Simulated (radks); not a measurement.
The calcium ion Ca3+, configuration [Ne] 3s2 3p5. Method: scalar-relativistic Kohn-Sham, RPBE, spin-unpolarised, spherical densities, point nucleus; computed with a radial shooting solver on a logarithmic mesh with Libxc functionals.

Normalised radial functions P(r) = r R(r), r in bohr:

```
   r/bohr * 3s (the largest magnitude, 1.06, reaches the edge; | marks zero)
 0.004207                             | *
 0.005434                             | *
 0.007075                             |  *
  0.00914                             |   *
   0.0119                             |    *
  0.01537                             |    *
  0.02002                             |     *
  0.02586                             |      *
  0.03367                             |       *
  0.04349                             |       *
  0.05664                             |      *
  0.07316                             |    *
  0.09526                             |*
   0.1231                         *   |
   0.1602                    *        |
    0.207                *            |
   0.2695               *             |
   0.3482                    *        |
   0.4533                             *
   0.5856                             |            *
   0.7564                             |                      *
    0.985                             |                          *
    1.272                             |                      *
    1.657                             |              *
     2.14                             |      *
    2.787                             | *
      3.6                             *
    4.687                             *
    6.055                             *
    7.884                             *
```

3s: eigenvalue -79.385 eV, 2 radial nodes at r = 0.101, 0.449 bohr, <r> = 1.12 bohr, 90 % of the charge inside 1.67 bohr.
